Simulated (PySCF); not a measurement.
Se (selenium, neutral): UHF calculation

Configuration: [Ar] 3d10 4s2 4p4, high-spin 3P determinant. Calculation: PySCF 2.14, in pcseg-2 (6s5p3d1f, 43 functions); no relativity, point nucleus.

```
Total energy                                                  : -2399.844614 hartree
One-electron energy                                           : -3344.6020 hartree
Hartree (Coulomb) energy                                      : 1030.3344 hartree
Exchange energy                                               : -85.5770 hartree
Kinetic energy                                                : 2402.95189 hartree
⟨S²⟩                                                          : 2.0101
⟨L²⟩                                                          : 2.039
Sum of ⟨r⟩                                                    : 25.40 bohr
Sum of ⟨r²⟩                                                   : 41.18 bohr²
Traceless quadrupole moment −½Σ⟨3z² − r²⟩ along its main axis : -2.69 e·bohr²
Density at the nucleus (Gaussians lack the cusp)              : 26700 bohr⁻³
Spin density at the nucleus                                   : -0.346 bohr⁻³
Langevin diamagnetic susceptibility                           : -32.6 ×10⁻⁶ cm³/mol
Time after the integrals                                      : 0.11 s of wall time on 1 thread of Intel(R) Xeon(R) 6975P-C (shared host)
```

```json
{"shell": "1s α", "electrons": "1", "mean orbital energy (hartree)": "-460.74891", "spread (hartree)": "0", "rms radius, mean of both spins (bohr)": "0.0521"}
{"shell": "1s β", "electrons": "1", "mean orbital energy (hartree)": "-460.74179", "spread (hartree)": "0", "rms radius, mean of both spins (bohr)": "0.0521"}
{"shell": "2s α", "electrons": "1", "mean orbital energy (hartree)": "-60.58357", "spread (hartree)": "0", "rms radius, mean of both spins (bohr)": "0.217"}
{"shell": "2s β", "electrons": "1", "mean orbital energy (hartree)": "-60.58031", "spread (hartree)": "0", "rms radius, mean of both spins (bohr)": "0.217"}
{"shell": "2p α", "electrons": "3", "mean orbital energy (hartree)": "-54.18645", "spread (hartree)": "0.00625", "rms radius, mean of both spins (bohr)": "0.191"}
{"shell": "2p β", "electrons": "3", "mean orbital energy (hartree)": "-54.17887", "spread (hartree)": "0.00229", "rms radius, mean of both spins (bohr)": "0.191"}
{"shell": "3s α", "electrons": "1", "mean orbital energy (hartree)": "-8.91960", "spread (hartree)": "0", "rms radius, mean of both spins (bohr)": "0.624"}
{"shell": "3s β", "electrons": "1", "mean orbital energy (hartree)": "-8.90643", "spread (hartree)": "0", "rms radius, mean of both spins (bohr)": "0.624"}
{"shell": "3p α", "electrons": "3", "mean orbital energy (hartree)": "-6.65334", "spread (hartree)": "0.02013", "rms radius, mean of both spins (bohr)": "0.641"}
{"shell": "3p β", "electrons": "3", "mean orbital energy (hartree)": "-6.63513", "spread (hartree)": "0.00295", "rms radius, mean of both spins (bohr)": "0.641"}
{"shell": "3d α", "electrons": "5", "mean orbital energy (hartree)": "-2.63872", "spread (hartree)": "0.01897", "rms radius, mean of both spins (bohr)": "0.693"}
{"shell": "3d β", "electrons": "5", "mean orbital energy (hartree)": "-2.62970", "spread (hartree)": "0.01026", "rms radius, mean of both spins (bohr)": "0.693"}
{"shell": "4s α", "electrons": "1", "mean orbital energy (hartree)": "-0.93526", "spread (hartree)": "0", "rms radius, mean of both spins (bohr)": "2.00"}
{"shell": "4s β", "electrons": "1", "mean orbital energy (hartree)": "-0.74214", "spread (hartree)": "0", "rms radius, mean of both spins (bohr)": "2.00"}
{"shell": "4p α", "electrons": "3", "mean orbital energy (hartree)": "-0.42589", "spread (hartree)": "0.06348", "rms radius, mean of both spins (bohr)": "2.49"}
{"shell": "4p β", "electrons": "1", "mean orbital energy (hartree)": "-0.34809", "spread (hartree)": "0", "rms radius, mean of both spins (bohr)": "2.49"}
```
